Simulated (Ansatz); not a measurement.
GeH₄ + `[OH]`• → `[GeH3]`• + H₂O at 500 K and 1 bar (hydrogen abstraction from a Ge–H bond).

Program: Ansatz. Geometries: PBE0-D4/def2-TZVP. ΔE: electronic, gas phase. CCSD(T)/CBS adds triple-zeta CCSD(T) − MP2 to the extrapolated MP2 energy (def2 sets, frozen cores). This one scheme is used for every species. No spin–orbit coupling; open shells (•) take unrestricted orbitals. For Ge outer-core shells are correlated without core-valence functions, which leaves a few kJ/mol of doubt a bond. Scalar relativity is left out up to krypton.

```
  species  CCSD(T)/CBS energy (Eh)  H − E (kJ/mol)  S (J/(mol·K))
     GeH₄              -2078.49493            99.4          244.6
  `[OH]`•                -75.67771            37.0          199.0
`[GeH3]`•              -2077.84911            72.8          253.7
      H₂O                -76.37941            73.2          206.3
```

H − E and S are ideal-gas, rigid-rotor, harmonic terms from PBE0-D4/def2-TZVP, with the whole ground term of open shells counted as degenerate. 1 Eh = 2625.50 kJ/mol, R = 8.31446 J/(mol·K).

Q: By hand: ΔE, ΔH, ΔS and ΔG.

A: ΔE = (-2077.84911) + (-76.37941) − (-2078.49493) − (-75.67771) = -0.05588 Eh = -146.7 kJ/mol. Δ(H − E) = 72.8 + 73.2 − 99.4 − 37.0 = 9.6, so ΔH = -137.1 kJ/mol. ΔS = 253.7 + 206.3 − 244.6 − 199.0 = 16.4 J/(mol·K). ΔG = -137.1 − 500 × (16.4)/1000 = -145.3 kJ/mol.

Q: By hand: the equilibrium constant, and the temperature at which ΔG would vanish if ΔH and ΔS stayed fixed.

A: log₁₀ K = −ΔG/(RT ln 10) = 15.2. ΔH and −TΔS have one sign here, so there is no such temperature.

ΔH outweighs TΔS. A doubt of 5 kJ/mol in ΔE shifts log₁₀ K by 0.5 here. These are equilibria of isolated gas molecules and say nothing of rates. Largest T1 diagnostic: 0.012 (customary marks: 0.02 for closed shells, 0.045 for open ones).
